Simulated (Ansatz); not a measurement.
Geometry optimisation, RKS B3LYP-D4/def2-SVP (Ansatz).

Input file:

```yaml
crystal:
  periodic: [false, false, false]
  atoms:
    - { symbol: Al, position_ang: [-1.381204, 0.30345, -1.280639] }
    - { symbol: "N", position_ang: [0.744611, -1.156174, 0.597557] }
    - { symbol: Cl, position_ang: [-0.557284, -0.153241, -3.140938] }
    - { symbol: Cl, position_ang: [-3.133801, -0.547391, -0.535085] }
    - { symbol: H, position_ang: [0.743045, 1.954096, 0.959886] }
    - { symbol: F, position_ang: [-0.834374, 1.757524, -0.516936] }
    - { symbol: H, position_ang: [1.261175, -0.408347, 1.063478] }
    - { symbol: F, position_ang: [1.437039, 1.716882, 1.50574] }
    - { symbol: H, position_ang: [1.393756, -1.710488, 0.040271] }
    - { symbol: H, position_ang: [0.326837, -1.756313, 1.306564] }
basis:
  gaussian: { orbitals: def2-SVP }
hamiltonian:
  xc: b3lyp
  dispersion: d4
relax:
  f_tol: 0.03
  max_steps: 50
```

Command:

```bash
$ ansatz run input.yaml --threads 2 --pin off --max-ram 3072MiB --backend cpu --events-out ev --progress --plain --runs-dir out
```

Where does it end, and by what steps?

The run converged. After 9 steps the energy has fallen by 1.686 eV; Al1 moved furthest, 0.73 Å. Joined: Al1–N2 (3.19 → 1.99 Å).

| step | energy less start (eV) | largest force component (eV/Å) | accepted |
| --- | --- | --- | --- |
| 0 | 0.0000 | 1.216 | yes |
| 1 | -0.3807 | 0.848 | yes |
| 2 | -0.5468 | 1.203 | yes |
| 3 | -1.0957 | 1.466 | yes |
| 4 | -1.5807 | 0.991 | yes |
| 5 | -1.5405 | 1.392 | no |
| 6 | -1.6713 | 0.164 | yes |
| 7 | -1.6836 | 0.159 | yes |
| 8 | -1.6855 | 0.062 | yes |
| 9 | -1.6859 | 0.022 | yes |

```xyz
10
Properties=species:S:1:pos:R:3
Al -0.872 0.066 -0.820
N 0.439 -0.901 0.326
Cl -0.209 -0.301 -2.794
Cl -2.753 -0.665 -0.188
H 0.600 1.804 0.773
F -0.550 1.662 -0.280
H 0.956 -0.190 0.878
F 1.293 1.505 1.359
H 1.114 -1.434 -0.229
H -0.019 -1.547 0.974
```

Whether the end is a true minimum wasn't checked by a vibrational analysis.

The run took 94 s on 2 threads of AMD EPYC 7571, on a shared host, peak memory 0.3 GiB.
